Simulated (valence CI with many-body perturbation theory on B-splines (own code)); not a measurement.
# Sensitivity of CI+MBPT for Er XXXVI

Computed by configuration interaction combined with many-body perturbation theory (CI+MBPT): five valence electrons over a frozen Dirac-Fock core [Ar] 3d10, a basis of 6 s, 6 p, 5 d, 3 f, 1 g functions for each j, with the one-electron correlation potential Σ1, the two-electron term Σ2, the three-electron term Σ3, Breit, model QED; selected CI, second order for the rest, scaled by the run's own slope (own B-spline code, finite nucleus).

The last digits are not significant, and no measured levels were compared; by estimate large intervals hold to a few tenths of a per cent, small ones and those within an open d or f shell to about a per cent. Among the levels kept, up to 380 cm⁻¹ of a level comes from second order outside the variational space, and about a tenth of that is noise between levels of different J, which matters for small intervals.

The reference run has the lowest level (4s^2 4p1/2^2 4p3/2) J=3/2 and an ionisation energy of 1517.73 eV. Its largest variational space holds 9999 state functions.

Levels are named by their leading jj configuration (3d3/2^4 stands for four electrons in 3d with j = 3/2), which in mixed levels can hold well under half, so a name can repeat and another be missing. Letters in brackets count levels of one name in rising energy.

Changed runs:
A. selection threshold (hartree) 2e-08 → 1e-05
B. size limit of the variational space 10000 → 3000
C. factor on the speed of light 1 → 10; QED terms on → off
D. size limit of the variational space 10000 → 300; second order for the rest on → off (bad on purpose)

Excitation energies of the reference run in cm⁻¹, and shifts in cm⁻¹:

```tsv
Level	Reference	A	B	D
(4s^2 4p1/2 4p3/2^2) J=3/2	442506	-0.3	-1.1	+82
(4s^2 4p1/2 4p3/2^2) J=5/2	481403	-3.4	-0.3	+322
(4s^2 4p1/2 4p3/2^2) J=1/2	530132	+0.1	+2.5	-1334
(4s^2 4p3/2^3) J=3/2	979305	+0.7	-0.6	-181
(4s^2 4p1/2^2 4d3/2) J=3/2	1063820	-1.1	-2.5	+509
(4s 4p1/2^2 4p3/2^2) J=5/2	1090830	+2.9	0	+1653
(4s 4p1/2^2 4p3/2^2) J=1/2	1216290	-2.0	-0.4	-307
(4s^2 4p1/2^2 4d5/2) J=5/2	1237200	-2.5	-4.1	+2011
(4s 4p1/2^2 4p3/2^2) J=3/2	1237540	-4.8	-4.6	+1626
(4s^2 4p1/2 4p3/2 4d3/2) J=3/2 [a]	1504870	+2.4	+0.5	+1344
(4s^2 4p1/2 4p3/2 4d3/2) J=5/2 [a]	1508830	+0.2	+0.2	+2688
(4s^2 4p1/2 4p3/2 4d3/2) J=1/2 [a]	1510720	+0.6	0	-268
Ionisation energy (eV)	1517.73	+0.00069	+0.00051	-0.42
```

Run C ends with another lowest level, (4s^2 4p1/2 4p3/2^2) J=3/2, and an ionisation energy of 1510.49 eV.
